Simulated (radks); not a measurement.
Tl37+, 44 electrons, occupied as [Kr] 4d7 5d1 (not the ground configuration).

Calculated with a radial shooting solver on a logarithmic mesh with Libxc functionals: Dirac Kohn-Sham, PBE, spin-unpolarised, spherical densities, point nucleus; open shells are shared between the two j in proportion to 2j + 1.

Energy parts (hartree):
| part | energy |
|---|---|
| total | -19470.4795 |
| kinetic | 22705.1087 |
| electron-nucleus | -46590.3791 |
| Hartree | 4731.8175 |
| exchange-correlation | -317.0265 |

Orbitals (lengths in bohr, moments of r in powers of bohr):
orbital  occ.  eigenvalue (hartree)  <1/r>       <r^4>      <r^2>      <r>  small-component weight
1s1/2       2             -3199.671  99.55   3.754e-07  0.0003686  0.01631                9.53e-02
2s1/2       2             -617.0835  24.55  0.00005410   0.005546  0.06805                2.19e-02
2p1/2       2             -594.5323  24.49  0.00003201   0.003912  0.05590                2.20e-02
2p3/2       4             -518.6376  19.69  0.00005093   0.005096  0.06469                1.94e-02
3s1/2       2             -190.8217  9.074    0.001893    0.03546   0.1758                7.46e-03
3p1/2       2             -180.8159  8.976    0.001639    0.03224   0.1662                7.39e-03
3p3/2       4             -163.6640  7.731    0.002278    0.03830   0.1817                6.67e-03
3d3/2       4             -147.3777  7.612    0.001483    0.02919   0.1579                6.52e-03
3d5/2       6             -143.7115  7.334    0.001635    0.03081   0.1626                6.33e-03
4s1/2       2             -81.24317  4.187     0.03103     0.1489   0.3637                3.03e-03
4p1/2       2             -76.88756  4.103     0.03106     0.1477   0.3608                2.95e-03
4p3/2       4             -71.73442  3.685     0.04003     0.1682   0.3855                2.72e-03
4d3/2     2.8             -64.76232  3.555     0.03849     0.1617   0.3757                2.57e-03
4d5/2     4.2             -63.69079  3.462     0.04119     0.1675   0.3827                2.51e-03
5d3/2     0.4             -36.95161  2.002      0.4009     0.5408   0.6921                1.29e-03
5d5/2     0.6             -36.51771  1.964      0.4213     0.5548   0.7011                1.26e-03

The highest occupied level is 5d5/2 at -993.70 eV. Summed over all electrons, <r^2> = 3.602 bohr^2, which gives a Langevin (diamagnetic) susceptibility term of -2.85 x 10^-6 cm^3/mol. The density falls to 0.001 e/bohr^3 at r = 1.39 bohr.
